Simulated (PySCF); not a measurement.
1-(hydroxymethyl)cyclopropan-1-ol (C4H8O2), SMILES C1CC1(CO)O.

Geometry optimised at B3LYP-D3(BJ)/def2-SVP. One conformer was computed; it need not be the lowest.

Method: B3LYP-D3(BJ)/def2-SVP (PySCF).

Harmonic, unscaled wavenumbers; measured fundamentals usually lie a few per cent lower.

Computed normal modes with their intensities:
```csv
mode,ν (cm⁻¹),IR (km/mol),moving atoms (share of kinetic energy)
1,100,5.0,"O 43 %, H 30 %, C 27 %"
2,152,251.6,"H 88 %, O 10 %"
3,228,2.8,"O 49 %, C 28 %, H 23 %"
4,342,0.9,"C 41 %, H 37 %, O 22 %"
5,352,7.1,"H 39 %, O 33 %, C 28 %"
6,429,12.2,"C 39 %, H 33 %, O 28 %"
7,483,1.9,"H 81 %, O 10 %, C 9 %"
8,546,13.8,"C 46 %, H 29 %, O 25 %"
9,755,9.5,"C 50 %, H 30 %, O 19 %"
10,775,2.2,"H 89 %, C 9 %"
11,900,10.7,"H 63 %, C 27 %, O 10 %"
12,910,1.1,"H 58 %, C 40 %"
13,927,7.7,"H 52 %, C 45 %"
14,985,23.3,"C 42 %, H 40 %, O 18 %"
15,1024,58.7,"H 64 %, C 34 %"
16,1045,12.0,"C 50 %, H 46 %"
17,1068,5.8,"H 63 %, C 35 %"
18,1096,90.8,"C 46 %, O 36 %, H 18 %"
19,1171,0.1,"H 77 %, C 23 %"
20,1184,23.9,"H 78 %, C 17 %"
21,1290,102.7,"H 58 %, C 32 %, O 10 %"
22,1324,8.7,"C 50 %, H 48 %"
23,1352,22.8,"H 51 %, C 45 %"
24,1382,9.3,"H 79 %, C 14 %"
25,1419,36.4,"H 72 %, C 26 %"
26,1424,11.2,"H 90 %, C 10 %"
27,1472,2.1,"H 91 %, C 9 %"
28,1498,6.3,"C 51 %, H 49 %"
29,2985,59.7,H 94 %
30,3092,24.5,"H 91 %, C 9 %"
31,3120,11.4,H 95 %
32,3125,4.8,H 95 %
33,3214,1.7,"H 89 %, C 11 %"
34,3226,7.2,"H 89 %, C 11 %"
35,3797,29.7,H 94 %
36,3807,30.1,H 94 %
```
